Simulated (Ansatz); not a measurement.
Consider the cleavage of the Si–Si bond: `F[SiH]([SiH3])P` + `OB(O)[SiH3]` → `OB([SiH3])O[SiH3]` + `F[SiH2]P`.

Program: Ansatz. Geometries: PBE0-D4/def2-TZVP. ΔE: electronic, gas phase. CBS: MP2 limit from def2 TZ/QZ plus the TZ coupled-cluster correction, frozen cores. One conformer a species, not always the lowest.

```json
{"species": "`F[SiH]([SiH3])P`", "CCSD(T)/CBS(def2) energy (Eh)": "-1022.55000"}
{"species": "`OB(O)[SiH3]`", "CCSD(T)/CBS(def2) energy (Eh)": "-467.31854"}
{"species": "`OB([SiH3])O[SiH3]`", "CCSD(T)/CBS(def2) energy (Eh)": "-757.63654"}
{"species": "`F[SiH2]P`", "CCSD(T)/CBS(def2) energy (Eh)": "-732.27050"}
```

(1) Work out ΔE.

Largest T1 diagnostic among the species: 0.014.

Results:

(1) ΔE = (-757.63654) + (-732.27050) − (-1022.55000) − (-467.31854) = -0.03850 Eh = -1.05 eV.

In def2-TZVPP, CCSD(T) changes the Hartree–Fock value by +0.24 eV (the triples alone add +0.03 eV) and MP2 by +0.16 eV. From PBE to PBE0 (25 % exact exchange), in def2-TZVPP and without D4, ΔE moves by −0.10 eV.
